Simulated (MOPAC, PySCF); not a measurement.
C3H5N, SMILES `C=C=NC`, neutral singlet in the gas phase. 

Cartesian coordinates (Å):
```xyz
9

C     -1.9760     0.0156    -0.1434
C     -0.6990    -0.1082    -0.3988
N      0.4627    -0.2457    -0.7110
C      1.5771    -0.0037     0.1803
H     -2.5398    -0.8236     0.2408
H     -2.4787     0.9572    -0.3179
H      2.1653    -0.9195     0.2615
H      2.2199     0.7590    -0.2630
H      1.2645     0.3183     1.1781
```
Charge 0, spin multiplicity 1.

All levels are single points at this geometry (PBE0-D4/def2-TZVP); Pople sets use spherical d functions. Orbital energies aren't observables, and empty levels follow the basis.

PBE0-D4/def2-TZVP in PySCF gives dipole (D) = 1.40.

Problem. Estimate the dipole (D) from each of these levels: B3LYP-D3(BJ)/def2-TZVP in PySCF; PBE-D3(BJ)/def2-TZVP in PySCF; B3LYP/3-21G in PySCF; B3LYP/6-31G* in PySCF; BP86/6-31G* in PySCF; PBE/6-31G* in PySCF; HF/3-21G in PySCF; HF/6-31G* in PySCF; HF/STO-3G in PySCF; AM1 in MOPAC; PM3 in MOPAC; PM7 in MOPAC.

Solution. 
| level | dipole (D) |
|---|---|
| B3LYP-D3(BJ)/def2-TZVP in PySCF | 1.38 |
| PBE-D3(BJ)/def2-TZVP in PySCF | 1.35 |
| B3LYP/3-21G in PySCF | 1.68 |
| B3LYP/6-31G* in PySCF | 1.44 |
| BP86/6-31G* in PySCF | 1.42 |
| PBE/6-31G* in PySCF | 1.41 |
| HF/3-21G in PySCF | 1.92 |
| HF/6-31G* in PySCF | 1.62 |
| HF/STO-3G in PySCF | 1.53 |
| AM1 in MOPAC | 1.64 |
| PM3 in MOPAC | 1.47 |
| PM7 in MOPAC | 2.14 |
